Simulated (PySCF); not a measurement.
Mg(H)(iPr) (C₃H₈Mg), SMILES C[CH](C)[MgH]. The structure is a stationary point at PBE-D3(BJ)/def2-SVP.

Method: PBE-D3(BJ)/def2-SVP run with PySCF 2.14.0.

Harmonic wavenumbers (cm⁻¹): 124, 166, 249, 267, 314, 347, 380, 478, 868, 880, 917, 951, 1072, 1118, 1145, 1275, 1332, 1347, 1400, 1416, 1424, 1431, 1543, 2901, 2902, 2929, 2979, 2980, 3020, 3020. Rotational constants (GHz): 7.983, 3.796, 2.800; symmetry number 1.

**Question.** Work out the zero-point energy and the ideal-gas rigid-rotor harmonic-oscillator thermochemistry at 298.15 K and 1 atm.

**Answer.** ZPE = ½ Σ hcν = ½ × 41174 cm⁻¹ = 58.86 kcal/mol. H − E(el) = 63.71 kcal/mol. Entropy in cal/(mol K): translation 38.59, rotation 25.74, vibration 14.03, total 78.36. G − E(el) = 40.34 kcal/mol. Cp = 24.98 cal/(mol K). Modes under 150 cm⁻¹ make the vibrational entropy uncertain.
